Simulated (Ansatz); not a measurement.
Born–Oppenheimer molecular dynamics of C$_{2}$H$_{6}$BBrSi (11 atoms, charge 0, multiplicity 1). It starts at the highest image of a converged band. Of that band: The profile has 2 maxima (images 2, 5) with wells between them (image 3): this band takes more than one step, which may be the mechanism or a detour left from its start path. A vibrational analysis at the climbing image gives one clearly imaginary mode, 972i cm⁻¹: a first-order saddle point.

Method: RKS PBE0-D4/def2-SVP (Ansatz 0.2.0).

```
ensemble                      : NVE (velocity Verlet)
time step                     : 0.5 fs
steps asked                   : 147
starting velocities drawn for : 300 K
seed                          : 7984
```

First frame:

```xyz
11
Properties=species:S:1:pos:R:3
C -1.418 -1.099 0.161
Si 0.318 -0.441 0.338
Br 1.483 -1.705 1.768
B 0.513 1.516 0.005
C 1.048 0.476 -0.979
H -1.929 -1.091 1.134
H -1.393 -2.134 -0.212
H -1.977 -0.473 -0.549
H 0.004 2.453 0.546
H 1.808 0.544 -1.761
H 1.608 1.897 -0.430
```

Question: What does the run give?

Answer: All steps were run.

```
steps done                                               : 147
time covered                                             : 73.5 fs
mean temperature over the second half                    : 753 K
spread of the potential energy over the second half      : 18.6 meV per atom
mean potential energy of the second half above the start : -47.9 meV per atom
```

The conserved energy stayed within 0.1 meV per atom of its start (net change 0.03 meV per atom), so the integration is sound. The system heated up, since it started high on the potential surface and ran downhill. A run of 0.073 ps of so small a system gives no equilibrium averages. The orbitals stay closed-shell, which can raise the energy where a bond breaks towards radicals; this wasn't checked here.

Question: What happens to the structure?

Answer: The step under study would form B4–H11 and break C5–H11. These pairs go: B4–H11 1.24 → 2.36 Å, C5–H11 1.62 → 1.16 Å. In the last frame they stand as before the step (other bonds may differ from the relaxed reactants and products). It ends as one piece, C2H6BBrSi. Pairs count as bonded within 1.25 times the sum of covalent radii (0.12 Å more for H–H). This is one draw of velocities; another would differ in detail.

Question: How do temperature and energy run in time?

Answer: 
| time (fs) | T (K) | potential energy less start (eV) | conserved less start (meV/atom) |
| --- | --- | --- | --- |
| 0.0 | 300 | 0.000 | 0.00 |
| 6.0 | 187 | 0.132 | 0.08 |
| 12.0 | 608 | -0.358 | 0.01 |
| 18.0 | 856 | -0.647 | 0.00 |
| 24.0 | 669 | -0.429 | 0.01 |
| 30.0 | 612 | -0.362 | 0.05 |
| 36.0 | 874 | -0.668 | -0.03 |
| 42.0 | 481 | -0.210 | 0.10 |
| 48.0 | 528 | -0.264 | 0.10 |
| 54.0 | 771 | -0.548 | 0.05 |
| 60.0 | 891 | -0.688 | -0.03 |
| 66.0 | 796 | -0.577 | 0.02 |
| 72.0 | 1073 | -0.900 | -0.04 |

The run took 17 min on 2 threads of Arm Neoverse N1, with other jobs on the host, peak memory 0.33 GiB.
